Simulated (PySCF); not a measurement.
## Two-component Hartree-Fock for La⁺ (lanthanum, charge +1)

Start: [Xe] 5d2; 5d3/2 filled at m_j = +1/2, +3/2. Calculated with PySCF 2.14 in x2c-TZVPPall-2c (11s11p10d3f1g, 124 functions): generalised Hartree-Fock with the X2C-1e Hamiltonian and a Gaussian nucleus; one run each with spin-orbit coupling (SO) switched off, then screened by Boettger's factors.

| spinor shell | electrons | ε, spin-free (eV) | ε, screened SO (eV) | weight of nominal j (screened SO) | rms radius, screened SO (bohr) |
| --- | --- | --- | --- | --- | --- |
| 1s1/2 | 2 | -39124.8 | -39120.0 | 1.000 | 0.0286 |
| 2s1/2 | 2 | -6339.8 | -6338.4 | 1.000 | 0.116 |
| 2p1/2 | 2 | -5675.6 | -5964.6 | 1.000 | 0.100 |
| 3s1/2 | 2 | -1404.9 | -1404.6 | 1.000 | 0.303 |
| 3p1/2 | 2 | -1187.9 | -1245.7 | 1.000 | 0.295 |
| 3p3/2 | 4 | -1187.9 | -1162.3 | 1.000 | 0.308 |
| 3d3/2 | 4 | -876.25 | -886.72 | 1.000 | 0.279 |
| 3d5/2 | 6 | -876.25 | -869.02 | 1.000 | 0.283 |
| 4s1/2 | 2 | -306.10 | -306.09 | 1.000 | 0.694 |
| 4p1/2 | 2 | -232.70 | -245.21 | 1.000 | 0.719 |
| 4p3/2 | 4 | -232.70 | -227.24 | 1.000 | 0.746 |
| 4d3/2 | 4 | -123.10 | -125.16 | 0.999 | 0.820 |
| 4d5/2 | 6 | -123.10 | -121.81 | 1.000 | 0.830 |
| 5s1/2 | 2 | -52.771 | -52.886 | 1.000 | 1.68 |
| 5p1/2 | 2 | -32.272 | -34.999 | 0.957 | 1.90 |
| 5p3/2 | 4 | -32.272 | -31.151 | 0.979 | 1.96 |
| 5d3/2 | 2 | -10.774 | -10.859 | 0.893 | 3.18 |

Question: Where does 2p3/2 lie, and what is the 2p spin-orbit splitting (screened SO)?

Answer: At -5547.9 eV, 416.68 eV above 2p1/2.

| quantity | spin-free | screened SO |
| --- | --- | --- |
| E (hartree) | -8487.51435 | -8490.96410 |
| M_J | 2 | 2 |
| ⟨J²⟩ | 8.019 | 6.409 |
| ⟨L²⟩ | 12.015 | 10.865 |
| ⟨S²⟩ | 2.004 | 1.744 |

The determinant has a definite M_J but mixes levels of different J.

Each row is a mean over spinors that exchange with the open shell spreads, by up to 2.098 eV (5p1/2).

Rows whose weight is well below 1 are mixtures of j = l ± 1/2: exchange outweighs spin-orbit coupling there, and the label is only the starting occupation.

Breit and QED terms are absent; they matter most for the inner s and p1/2 levels.

Densities and radii are taken from the X2C orbitals without a picture-change correction, which distorts them close to the nucleus.

Without spin-orbit coupling the j labels of p, d and f shells carry no meaning; the spin-free column gives the mean over the occupied spinors of each nl shell, and its ⟨J²⟩ belongs to a mixture of degenerate components.
